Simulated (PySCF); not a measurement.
C4H5BFN, SMILES C#CB(F)/C=N/C. Atoms are numbered in the order given.

```xyz
12

C     -0.9610     3.1056     0.0000
C     -0.3402     2.0576     0.0000
B      0.3842     0.7076     0.0000
F      1.7091     0.6864     0.0000
C     -0.4182    -0.6445     0.0000
N      0.2073    -1.7584     0.0000
C     -0.5431    -2.9865     0.0000
H     -1.4985     4.0366     0.0000
H     -1.5313    -0.6188     0.0000
H     -0.2525    -3.5846    -0.8808
H     -1.6439    -2.8487     0.0000
H     -0.2525    -3.5846     0.8808
```

Geometry optimised at B3LYP-D3(BJ)/def2-SVP. The structure was generated by enumeration; whether it is a known compound was not checked. Other conformers were not sampled.

Calculation: PBE/def2-TZVP (PySCF).

Symmetry labels are those of the subgroup Cs that the program uses (full group Cs).

Question: List the valence orbital energies around the gap with their symmetry. (Estimate from the structure and the level; the computed values follow.)

Answer: 
```csv
orbital,symmetry,energy (eV)
HOMO−7,A",-11.05
HOMO−6,A",-10.75
HOMO−5,A',-9.95
HOMO−4,A',-8.30
HOMO−3,A",-7.93
HOMO−2,A",-7.49
HOMO−1,A',-7.31
HOMO,A',-5.95
LUMO,A",-3.34
LUMO+1,A",-0.91
LUMO+2,A',-0.72
LUMO+3,A',0.58
```
